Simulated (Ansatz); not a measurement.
The same molecule with X = O, S, Se. Ansatz, PBE0-D4/def2-TZVP geometries, multiplicity 2. Each molecule was computed in one conformer, which needn't be the lowest.

Elements past krypton have def2 core potentials. Scalar relativity is left out up to krypton. Spin–orbit coupling is left out; it splits and shifts lone-pair levels of the heavy atoms by tenths of an eV.

```tsv
X	molecule	mean X–H bond length / Å	mean X–Sn bond length / Å	size of the dipole moment (PBE/def2-TZVPP) / D	size of the dipole moment (ωB97M-V/def2-TZVPP) / D	size of the dipole moment (B3LYP/def2-TZVPP) / D
O	`[CH3][Sn]([OH])[F]`•	0.962	1.969	2.00	2.25	2.23
S	`[CH3][Sn]([F])[SH]`•	1.345	2.424	2.32	2.57	2.52
```

(1) Give the row for X = Se, `[CH3][Sn]([F])[SeH]`•. (Estimate.)

Answers

(1) The calculation gave: 
```csv
X,molecule,mean X–H bond length / Å,mean X–Sn bond length / Å,size of the dipole moment (PBE/def2-TZVPP) / D,size of the dipole moment (ωB97M-V/def2-TZVPP) / D,size of the dipole moment (B3LYP/def2-TZVPP) / D
Se,`[CH3][Sn]([F])[SeH]`•,1.470,2.559,2.38,2.62,2.58
```

From O to Se the mean X–H bond length rises at each step, by 0.508 Å in all; the mean X–Sn bond length rises at each step, by 0.590 Å in all. Bonds lengthen as the atom grows down the group. Dipoles are sizes alone, and their direction can turn along the series.

B3LYP here is the variant with VWN-RPA as its local correlation; programs differ in this.
